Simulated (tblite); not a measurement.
Record of a relaxation.

Compound: C4HF2S (doublet state).
Bonds: F1–C2, C2–C3 (aromatic), C3–C4 (aromatic), C4–S5 (aromatic), S5–C6 (aromatic), C6–F7, C2–C6 (aromatic). Hydrogens: H8 on C3.
Bond orders are those of one Lewis drawing.

Computed with GFN2-xTB (tblite), gas phase: L-BFGS steps from a force-field or distance-geometry start until the largest atomic force falls under 0.01 eV/Å. 11 of its 14 geometries are shown.

Step 0: E = -588.8421 eV, largest atomic force 1.619 eV/Å
```
atom  x, y, z in Å  |  force x, y, z in eV/Å
F1     -1.886   -0.589   -0.336   -0.194  -0.128  -0.068
C2     -0.636   -0.196   -0.123    0.532  -0.290   0.131
C3      0.459   -1.113   -0.006    1.025   0.605   0.159
C4      1.619   -0.420    0.210   -1.508  -0.535  -0.245
S5      1.421    1.256    0.313    0.975   0.478   0.171
C6     -0.254    1.104    0.034   -1.138  -0.097  -0.188
F7     -1.096    2.147   -0.025    0.431  -0.096   0.056
H8      0.382   -2.180   -0.092   -0.124   0.063  -0.017
```

Step 1: E = -588.8885 eV, largest atomic force 0.812 eV/Å
```
atom  x, y, z in Å  |  force x, y, z in eV/Å
F1     -1.889   -0.591   -0.337    0.102  -0.132  -0.018
C2     -0.628   -0.200   -0.121   -0.175  -0.033   0.032
C3      0.473   -1.104   -0.004   -0.371  -0.709  -0.139
C4      1.597   -0.428    0.207    0.224   0.488   0.098
S5      1.435    1.263    0.316    0.286   0.127   0.026
C6     -0.270    1.103    0.032   -0.126  -0.191  -0.032
F7     -1.089    2.146   -0.025    0.121   0.143   0.027
H8      0.380   -2.179   -0.092   -0.062   0.308   0.008
```

Step 3: E = -588.8985 eV, largest atomic force 0.156 eV/Å
```
atom  x, y, z in Å  |  force x, y, z in eV/Å
F1     -1.887   -0.595   -0.338   -0.020  -0.152  -0.031
C2     -0.631   -0.204   -0.120   -0.007  -0.029   0.038
C3      0.470   -1.112   -0.006    0.021   0.091  -0.012
C4      1.595   -0.420    0.208   -0.080   0.067   0.019
S5      1.442    1.267    0.316   -0.031   0.052  -0.026
C6     -0.273    1.099    0.031    0.055  -0.036   0.010
F7     -1.085    2.150   -0.024    0.126   0.061   0.023
H8      0.378   -2.175   -0.092   -0.063  -0.055  -0.020
```

Step 4: E = -588.9009 eV, largest atomic force 0.144 eV/Å
```
atom  x, y, z in Å  |  force x, y, z in eV/Å
F1     -1.887   -0.603   -0.340   -0.005  -0.120  -0.018
C2     -0.632   -0.207   -0.118   -0.025   0.059   0.017
C3      0.470   -1.111   -0.007    0.029   0.025   0.002
C4      1.591   -0.414    0.209    0.013  -0.051   0.018
S5      1.444    1.271    0.316   -0.118   0.034  -0.036
C6     -0.272    1.096    0.031   -0.008   0.071   0.008
F7     -1.079    2.154   -0.022    0.141  -0.022   0.022
H8      0.374   -2.176   -0.093   -0.027   0.003  -0.013
```

Step 5: E = -588.9022 eV, largest atomic force 0.120 eV/Å
```
atom  x, y, z in Å  |  force x, y, z in eV/Å
F1     -1.887   -0.609   -0.341   -0.006  -0.093  -0.010
C2     -0.634   -0.208   -0.117    0.022   0.117   0.013
C3      0.470   -1.111   -0.008    0.004   0.007   0.009
C4      1.589   -0.411    0.210    0.054  -0.082   0.016
S5      1.443    1.273    0.314   -0.113   0.005  -0.033
C6     -0.271    1.095    0.031   -0.039  -0.001  -0.002
F7     -1.073    2.156   -0.021    0.083   0.013   0.017
H8      0.372   -2.176   -0.094   -0.006   0.034  -0.009
```

Step 6: E = -588.9033 eV, largest atomic force 0.099 eV/Å
```
atom  x, y, z in Å  |  force x, y, z in eV/Å
F1     -1.887   -0.617   -0.342    0.034  -0.041   0.006
C2     -0.635   -0.208   -0.115   -0.001   0.026  -0.014
C3      0.470   -1.110   -0.009   -0.007  -0.006   0.017
C4      1.589   -0.410    0.211    0.063  -0.076   0.012
S5      1.441    1.276    0.313   -0.053  -0.038  -0.021
C6     -0.271    1.095    0.032   -0.067   0.040  -0.005
F7     -1.066    2.159   -0.020    0.024   0.035   0.011
H8      0.369   -2.176   -0.095    0.008   0.060  -0.005
```

Step 8: E = -588.9043 eV, largest atomic force 0.073 eV/Å
```
atom  x, y, z in Å  |  force x, y, z in eV/Å
F1     -1.885   -0.625   -0.342    0.022  -0.014   0.009
C2     -0.637   -0.207   -0.115   -0.001  -0.031  -0.019
C3      0.470   -1.109   -0.008   -0.001   0.009   0.015
C4      1.591   -0.412    0.213    0.006   0.001   0.005
S5      1.436    1.275    0.310    0.040  -0.051  -0.001
C6     -0.274    1.095    0.032   -0.028   0.007  -0.005
F7     -1.060    2.164   -0.018   -0.040   0.061   0.002
H8      0.367   -2.173   -0.096    0.001   0.018  -0.005
```

Step 9: E = -588.9045 eV, largest atomic force 0.048 eV/Å
```
atom  x, y, z in Å  |  force x, y, z in eV/Å
F1     -1.884   -0.627   -0.342    0.006  -0.015   0.006
C2     -0.637   -0.207   -0.116    0.000  -0.014  -0.013
C3      0.470   -1.108   -0.007    0.001   0.008   0.008
C4      1.591   -0.413    0.213   -0.012   0.015   0.002
S5      1.436    1.274    0.310    0.041  -0.025   0.004
C6     -0.275    1.096    0.031    0.000   0.004  -0.003
F7     -1.060    2.167   -0.018   -0.033   0.034   0.001
H8      0.367   -2.171   -0.096   -0.004  -0.007  -0.005
```

Step 10: E = -588.9046 eV, largest atomic force 0.022 eV/Å
```
atom  x, y, z in Å  |  force x, y, z in eV/Å
F1     -1.883   -0.628   -0.342    0.001  -0.014   0.004
C2     -0.637   -0.207   -0.116   -0.001   0.001  -0.008
C3      0.470   -1.108   -0.007   -0.001   0.001   0.003
C4      1.592   -0.414    0.214   -0.010   0.007   0.002
S5      1.437    1.273    0.310    0.022  -0.002   0.003
C6     -0.276    1.096    0.031    0.009   0.013  -0.001
F7     -1.060    2.168   -0.018   -0.015   0.005   0.001
H8      0.367   -2.171   -0.096   -0.004  -0.012  -0.004
```

Step 12: E = -588.9046 eV, largest atomic force 0.012 eV/Å
```
atom  x, y, z in Å  |  force x, y, z in eV/Å
F1     -1.883   -0.629   -0.342    0.004  -0.005   0.004
C2     -0.637   -0.207   -0.116    0.003   0.011  -0.002
C3      0.470   -1.108   -0.007   -0.004  -0.003  -0.001
C4      1.591   -0.413    0.214   -0.002  -0.005   0.003
S5      1.438    1.272    0.310   -0.002   0.007   0.000
C6     -0.276    1.097    0.031    0.005   0.005  -0.002
F7     -1.061    2.169   -0.018    0.000  -0.008   0.001
H8      0.367   -2.171   -0.097   -0.003  -0.001  -0.002
```

Step 13: E = -588.9046 eV, largest atomic force 0.006 eV/Å
```
atom  x, y, z in Å  |  force x, y, z in eV/Å
F1     -1.883   -0.630   -0.342    0.005  -0.001   0.003
C2     -0.637   -0.206   -0.116    0.004   0.005  -0.001
C3      0.470   -1.108   -0.007   -0.002  -0.001  -0.002
C4      1.591   -0.413    0.214    0.000  -0.004   0.003
S5      1.438    1.273    0.310   -0.005   0.003  -0.001
C6     -0.276    1.097    0.031    0.001   0.000  -0.003
F7     -1.061    2.169   -0.018    0.001  -0.006   0.001
H8      0.367   -2.171   -0.097   -0.004   0.003  -0.001
```

Task: Summarise the path.

Result: The energy falls by 1.44 kcal/mol from step 0 to step 13; nine tenths of that is first reached at step 3. It falls at every step. The largest force goes from 1.619 to 0.006 eV/Å. Among the bonds S5–C6 changes most, from 1.704 to 1.745 Å; the atoms move by 0.027 Å rms after alignment.

The cost below is that of the whole relaxation. On one thread of an Arm Neoverse V1, shared host with 32 logical CPUs at a one-minute load of 26, this took under 0.1 s wall.
